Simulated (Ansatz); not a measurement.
System: ethyl(trifluoro)silane, C2H5F3Si (charge 0, singlet). 
Coordinates optimised at B3LYP-D3(BJ)/def2-TZVP (Ansatz, a first-principles code):
```
C
H 1 1.0941
H 1 1.0941 2 106.00
C 1 1.5375 2 110.53 3 119.80
H 4 1.0905 1 110.76 2 -58.52
H 4 1.0908 5 107.76 1 122.01
H 4 1.0908 5 107.76 6 115.98
Si 1 1.8389 2 107.77 3 -115.17
F 8 1.5853 1 111.97 2 57.00
F 8 1.5863 9 107.15 1 -122.85
F 8 1.5863 9 107.15 10 -114.30
```
Charge 0, spin multiplicity 1.

Computed values are from Ansatz. Correlated levels leave the core frozen unless marked. UHF or UKS for open shells. No spin-orbit coupling. Non-relativistic. CBS marks a two-point X^-3 extrapolation of the correlation energy; Hartree-Fock from the larger set.

```json
{
 "atomisation energy De": "1113.0 kcal/mol at CCSD(T)/CBS(cc-pV(T+d)Z,cc-pV(Q+d)Z)",
 "total_energy": "-667.7902 Eh at CCSD(T)/CBS(cc-pV(T+d)Z,cc-pV(Q+d)Z)",
 "dipole_moment": "2.56 D at CCSD(T)/aug-cc-pV(D+d)Z",
 "T1 diagnostic": "0.011 at CCSD/cc-pV(Q+d)Z"
}
```
